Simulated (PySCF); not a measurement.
SMILES [Si](C)(C)(C[SeH])C, GFN2-xTB optimised geometry.

```
18

C     -0.98    -1.65     1.48
Si    -0.28    -0.67     0.00
C      1.62    -0.67     0.00
C     -0.94     1.12     0.00
C     -0.84    -1.54    -1.62
Se    -2.80    -1.60    -1.85
H     -0.80    -1.13     2.42
H     -0.53    -2.63     1.56
H     -2.05    -1.79     1.38
H      2.02    -1.68    -0.03
H      2.00    -0.20     0.90
H      2.02    -0.14    -0.85
H     -0.69     1.64    -0.92
H     -0.52     1.68     0.83
H     -2.02     1.14     0.10
H     -0.43    -1.08    -2.52
H     -0.55    -2.59    -1.62
H     -2.99    -0.17    -1.80
```

Density from PBE0/def2-SVP (PySCF) at that geometry.

Minimum of the electron density along straight lines between bonded atoms, close to the bond critical point (lines longer than 1.1 times the sum of covalent radii, or with two minima, are not listed):

| bond | length / Å | ρ at the minimum / e bohr⁻³ | ∇²ρ there / e bohr⁻⁵ | position (fraction from the first atom) |
|---|---|---|---|---|
| C1–Si2 | 1.904 | 0.111 | 0.32 | 0.62 |
| Si2–C3 | 1.906 | 0.110 | 0.32 | 0.38 |
| Si2–C4 | 1.907 | 0.110 | 0.31 | 0.38 |
| Si2–C5 | 1.922 | 0.106 | 0.31 | 0.38 |
| C5–Se6 | 1.969 | 0.140 | -0.15 | 0.48 |
| C1–H7 | 1.085 | 0.271 | -0.96 | 0.62 |
| C1–H8 | 1.086 | 0.271 | -0.96 | 0.62 |
| C1–H9 | 1.086 | 0.272 | -0.98 | 0.63 |
| C3–H10 | 1.086 | 0.272 | -0.97 | 0.62 |
| C3–H11 | 1.085 | 0.272 | -0.97 | 0.62 |
| C3–H12 | 1.086 | 0.271 | -0.97 | 0.62 |
| C4–H13 | 1.087 | 0.271 | -0.96 | 0.62 |
| C4–H14 | 1.085 | 0.271 | -0.97 | 0.62 |
| C4–H15 | 1.087 | 0.271 | -0.97 | 0.62 |
| C5–H16 | 1.089 | 0.274 | -1.00 | 0.63 |
| C5–H17 | 1.090 | 0.273 | -0.99 | 0.63 |
| Se6–H18 | 1.445 | 0.182 | -0.22 | 0.61 |
